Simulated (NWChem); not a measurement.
# SiNH3S, singlet; SMILES [Si](N)S

```xyz
6

Si    -0.7159    -0.6275     0.0000
N      0.7371    -1.5463     0.0000
H      0.6972    -2.5602     0.0000
H      1.6946    -1.2057     0.0000
S      0.2144     1.3358     0.0000
H     -0.9593     2.0018     0.0000
```
Atoms are numbered in this order, from 1.

All runs: NWChem. Low-valent species are run as closed-shell singlets; no triplet was tried in these runs. The geometry was optimised at PBE0/def2-SVP. B3LYP is NWChem's, with the RPA form of VWN correlation. Vertical excitations in the gas phase; the lowest state need not have the same character in each row.

For level B3LYP/def2-SVPD, TDA:

```yaml
lowest excitation, singlet (eV): 4.52
oscillator_strength_of_that_lowest_state: 0.047
orbital gap (eV): 5.05
```

Problem. How do the values read with level BHandHLYP/def2-SVPD, TDA instead?

Solution. The lowest excitation, singlet (eV) is 4.63, the oscillator strength of that lowest state is 0.059 and the orbital gap (eV) is 7.25.
